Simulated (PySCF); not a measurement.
What does the PBE0-D3(BJ)/def2-SVP structure of `C[C](=O)[GeH2][NH2]` look like in three dimensions?

```xyz
12
C2H7GeNO angstrom
C     -1.642    0.308    0.747
C     -0.915   -0.864    0.150
O     -1.450   -1.917   -0.099
Ge     1.053   -0.675   -0.212
N      1.459    1.120   -0.310
H     -1.266    0.477    1.770
H     -1.414    1.228    0.187
H     -2.723    0.112    0.776
H      1.847   -1.238    0.981
H      1.375   -1.480   -1.490
H      1.321    1.543   -1.225
H      2.394    1.359    0.011
```

Orientation and origin are arbitrary. Atoms count from 1 in this order. N5 (nitrogen bonded to Ge and 2 H) is pyramidal (angles 115.0°, 114.5° and 108.2°, sum 337.7°, 0.33 Å off the plane of its three neighbours). Ge4 (germanium bonded to C, N and 2 H) is distorted tetrahedral (angles from 106.5° to 114.7°).

Bonds between heavy atoms (Å): C1–C2 1.503, C2=O3 1.207, C2–Ge4 2.009, Ge4–N5 1.844.

The calculation used PySCF, PBE0-D3(BJ)/def2-SVP geometry optimisation, gas phase.

Point group: C1 (no symmetry element, even within 0.4 Å). Whether it is a minimum is left open (no frequencies). One conformer, not necessarily the lowest (C1–C2–Ge4–N5 -21°, C2–Ge4–N5–H -86° and 148°).
